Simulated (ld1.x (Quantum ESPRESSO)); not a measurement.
# Transferability test, PAW potential for In (Z = 49)

* Element: indium (In)
* Generator: ld1.x (Quantum ESPRESSO) 7.5
* Type: PAW
* Functional: PBE
* Relativity: scalar-relativistic
* Frozen core: [Kr]
* Valence charge: 13
* Reference configuration: 4d10 5s2 5p0.75 (charge +0.25)
* Partial waves: 5s (bound): rcut 1.70, rcutus 2.30 bohr; 5s channel at -0.3 Ry: rcut 1.70, rcutus 2.30 bohr; 5p (bound): rcut 2.65, rcutus 3.05 bohr; 5p channel at 0.5 Ry: rcut 2.65, rcutus 3.05 bohr; 4d (bound): rcut 1.15, rcutus 1.35 bohr; 4d channel at -0.8 Ry: rcut 1.15, rcutus 1.35 bohr; 4f channel at 0.35 Ry: rcut 2.90, rcutus 3.20 bohr
* Local potential: all-electron potential smoothed inside 2.80 bohr (lloc = -1)
* Core correction: Bessel-smoothed model core inside 1.20 bohr
* Augmentation charge: PSQ, radius 1.10 bohr

Energies are relative to the spin-unpolarised reference configuration 4d10 5s2 5p0.75; without spin polarisation the order of configurations can differ from experiment. The frozen-core shift is the all-electron ΔE with the core orbitals held at their reference shape minus the fully relaxed ΔE.

Problem. Give the all-electron excitation energy and the error of the potential for: 4d10 5s2 5p1; 4d10 5s2 5p0; 4d10 5s1 5p0; 4d10 5s2 5p1.3; 4d10 5s0 5p0; 4d10 5s2 5p0.5; 4d10 5s1 5p2.

Solution.

```json
{"valence configuration": "4d10 5s2 5p1", "charge": "0", "ΔE all-electron (eV)": "-0.796", "error AE − PS (meV)": "+0.2", "frozen-core shift (meV)": "-0.2"}
{"valence configuration": "4d10 5s2 5p0", "charge": "+1", "ΔE all-electron (eV)": "4.567", "error AE − PS (meV)": "-1.2", "frozen-core shift (meV)": "+1.1"}
{"valence configuration": "4d10 5s1 5p0", "charge": "+2", "ΔE all-electron (eV)": "23.802", "error AE − PS (meV)": "-6.1", "frozen-core shift (meV)": "+6.0"}
{"valence configuration": "4d10 5s2 5p1.3", "charge": "-0.3", "ΔE all-electron (eV)": "-1.328", "error AE − PS (meV)": "+0.2", "frozen-core shift (meV)": "-0.2"}
{"valence configuration": "4d10 5s0 5p0", "charge": "+3", "ΔE all-electron (eV)": "52.122", "error AE − PS (meV)": "-19", "frozen-core shift (meV)": "+19"}
{"valence configuration": "4d10 5s2 5p0.5", "charge": "+0.5", "ΔE all-electron (eV)": "1.145", "error AE − PS (meV)": "-0.3", "frozen-core shift (meV)": "+0.3"}
{"valence configuration": "4d10 5s1 5p2", "charge": "0", "ΔE all-electron (eV)": "5.045", "error AE − PS (meV)": "-0.8", "frozen-core shift (meV)": "+0.8"}
```

Levels in the configuration 4d10 5s2 5p0.5:

```csv
level,all-electron (eV),pseudo (eV)
4d,-22.110,-22.110
5s,-11.394,-11.394
5p,-5.310,-5.310
```

A variational frozen-core shift is positive and of second order in the change. This column holds negative values, so the frozen-core run of ld1.x carries numerical noise or an error of first order here, and the column gives no more than the rough size of the effect.
